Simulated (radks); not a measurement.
La40+, configuration [Ne] 3s2 3p5. Calculated with a radial shooting solver on a logarithmic mesh with Libxc functionals: non-relativistic Kohn-Sham, PBE, spin-polarised, spherical densities, point nucleus; open shells are filled with parallel spins first (spin-orbit coupling, left out, can overturn this in heavy ions); relativity is left out, which matters for an element this heavy.

Unscreened Slater integrals over Kohn-Sham orbitals (hartree). They are taken over the spin-up orbitals.

\begin{tabular}{lr}
integral & value \\ \hline
F0(3p,3p) & 3.4650 \\
F2(3p,3p) & 1.7481 \\
F0(3p,3s) & 3.3687 \\
G1(3p,3s) & 2.1545 \\
F0(3p,2p) & 4.5716 \\
F2(3p,2p) & 1.1734 \\
G0(3p,2p) & 0.45927 \\
G2(3p,2p) & 0.51007 \\
F0(3s,3s) & 3.2909 \\
F0(3s,2p) & 4.3138 \\
G1(3s,2p) & 0.44525 \\
F0(2p,2p) & 9.4918 \\
F2(2p,2p) & 4.5463 \\
\end{tabular}

Derived for the open shells (J is the average intra-shell exchange parameter used in DFT+U). 3p: J = F2/5 = 0.3496 hartree.
